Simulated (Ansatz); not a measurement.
Consider the ligand exchange at the Si–O bond: `BO[SiH2][GeH3]` + NH₃ → `N[SiH2][GeH3]` + `BO`.

Computed with Ansatz on PBE0-D4/def2-TZVP structures; ΔE is electronic, products minus reactants. CBS: MP2 limit from def2 TZ/QZ plus the TZ coupled-cluster correction, frozen cores. This one scheme is used for every species. Functionals use def2-TZVPP. For Ge outer-core shells are correlated without core-valence functions, which leaves a few kJ/mol of doubt a bond. Scalar relativity is left out up to krypton. Each species was taken in one conformer, which may not be the lowest.

```
          level  ΔE (eV)
            PBE     0.31
  HF/def2-TZVPP     0.44
CCSD/def2-TZVPP     0.40
 CCSD/CBS(def2)     0.41
```

(1) What does CCSD(T)/CBS give? (Estimate.)

Largest T1 diagnostic among the species: 0.014.

## Answers

(1) Computed: +0.41 eV. The listed levels differ from it by -0.10, 0.03, -0.01, 0.00 eV.

In def2-TZVPP, CCSD(T) changes the Hartree–Fock value by −0.04 eV (the triples alone add −0.00 eV) and MP2 by −0.05 eV. The D4 term adds +0.03 eV with B3LYP and +0.02 eV with PBE0; it sums over pairs of atoms, weighted by their polarisabilities, and B3LYP, whose exchange is more repulsive, gets the larger term.

B3LYP here is the variant with VWN-RPA as its local correlation; programs differ in this.
